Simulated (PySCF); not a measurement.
Molecular orbitals of HgF

B2PLYP at R = 2.052 Å; basis Hg def2-TZVPP with ECP60, F def2-TZVPP; scalar-relativistic core potentials; PySCF 2.14. State: ²Σ⁺ (doublet), unpaired electrons σ ↑. Only the outer orbitals are listed, counted within each symmetry, core potentials removing the inner ones.

```
spin  orbital  occ.  ε (eV)  on Hg (%)           main shells (%)
   α       6σ     1  -12.56         47  53 F p, 30 Hg d, 15 Hg s
   α       3π     1  -11.77          9                    91 F p
   α       3π     1  -11.77          9                    91 F p
   α       7σ     1   -8.48         90  78 Hg s, 11 F p, 10 Hg p
   α       4π     0   -0.17        100                   99 Hg p
   α       4π     0   -0.17        100                   99 Hg p
   α       8σ     0    1.08        102                   95 Hg p
   β       3π     1  -11.43          9                    91 F p
   β       3π     1  -11.43          9                    91 F p
   β       6σ     1  -10.70         45   55 F p, 34 Hg s, 8 Hg d
   β       7σ     0   -3.18         80  65 Hg s, 20 F p, 10 Hg p
   β       4π     0    0.16        100                  100 Hg p
   β       4π     0    0.16        100                  100 Hg p
```

**Question.** Which are the highest filled and the lowest empty level, where do they sit, and how wide is the gap?

**Answer.** Highest filled α 7σ at -8.48 eV (in %: 78 Hg s, 11 F p, 10 Hg p); lowest empty β 7σ at -3.18 eV (in %: 65 Hg s, 20 F p, 10 Hg p); the gap at B2PLYP is 5.30 eV.

| Quantity | Value |
| --- | --- |
| bond order (Mayer) | 0.66 |
| ⟨S²⟩ | 0.763 |
| charge on Hg (Mulliken, basis-dependent) | 0.53 |
| charge on Hg (Löwdin, basis-dependent) | 0.43 |
| dipole moment (positive dipole means Hg(−)F(+)) | -3.54 D |

Shares are Mulliken populations and can fall outside 0 to 100 %.

Correlated steps freeze 1 core orbital. Spin–orbit coupling is left out. B2PLYP dipoles, levels and charges come from its SCF part alone. The state was picked by a PBE0 search and need not be the measured ground state.
